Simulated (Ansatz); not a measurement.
# A geometry optimisation of H3InSi2Sn+ with B3LYP-D3(BJ)/def2-SVP

The starting geometry of this gas-phase doublet was optimised with GFN2-xTB.

```xyz
7

In   -2.9890    1.2387   -1.5120
Si    0.3066   -0.0843    1.1263
Si   -0.3532    2.6989   -0.8999
Sn    1.6824    1.9856    0.6555
H    -1.0530   -0.4813    0.6030
H     0.5571   -1.2551    1.9762
H     0.0832    4.0383   -1.4303
```

Question: Predict what becomes of its bonds when it is optimised with B3LYP-D3(BJ)/def2-SVP.

Answer: A new bond forms, giving a structure given below by its coordinates. Distances that change by over a tenth: Si2–Sn4 (2.53 → 3.03 Å). Contacts that close: Si2–Si3 (3.51 → 2.27 Å).

The energy falls by 1.28 eV over 36 steps:

```csv
step,E − E(last) (eV)
1,1.280
5,0.910
9,0.524
13,0.416
17,0.404
20,0.376
24,0.042
28,0.011
32,0.001
36,0.000
```

Final geometry (Å):

| atom | x (Å) | y (Å) | z (Å) |
| --- | --- | --- | --- |
| In | -2.8755 | 1.6890 | -2.3637 |
| Si | -0.1281 | 0.3500 | 0.9583 |
| Si | -0.4832 | 1.9959 | -0.5684 |
| Sn | 2.1634 | 1.4465 | -0.6933 |
| H | -0.1673 | -1.0660 | 0.4975 |
| H | 0.1179 | 0.4747 | 2.4205 |
| H | -0.3930 | 3.2507 | 0.2681 |

Frequencies at the end are all real (lowest 30 cm⁻¹). Open shells are spin-unrestricted. Atoms past krypton carry core potentials, without spin–orbit terms. Run with Ansatz 0.2.0, 5 min on 2 threads of Intel(R) Xeon(R) Platinum 8259CL CPU @ 2.50GHz (Skylake/Cascade Lake) (shared host).
